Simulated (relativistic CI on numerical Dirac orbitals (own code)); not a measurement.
# Ru⁵⁺: 4s photoemission

Computed with this model: Dirac-Coulomb-Breit CI, orbitals from a KLI potential per configuration, a model potential for QED, valence Slater integrals scaled by 0.9, multiplet model of photoemission in the sudden approximation; configurations [Kr] 4d3 → [Ar] 3d10 4s 4p6 4d3; 80 K; Lorentzian 2.8 eV and Gaussian 0.6 eV FWHM. Energies are those of the free ion, without screening or charge transfer. The energies are binding energies and can lie tens of eV above those of solids. Without intra-shell correlation the exchange splitting of an s hole comes out too large, often by half or more. S is read from ⟨S²⟩ = S(S + 1).

free ion: ground-state S = 1.49, centroid 160.03 eV. Peaks (eV, height): 157.4 (100), 164.6 (59).

Strongest unbroadened transitions for free ion:

```csv
Energy (eV),Relative strength
157.29,100.0
157.40,68.8
159.37,0.0
161.83,0.1
161.88,1.1
162.29,0.1
162.51,0.7
163.83,0.5
164.67,93.7
165.98,2.1
166.35,0.1
```
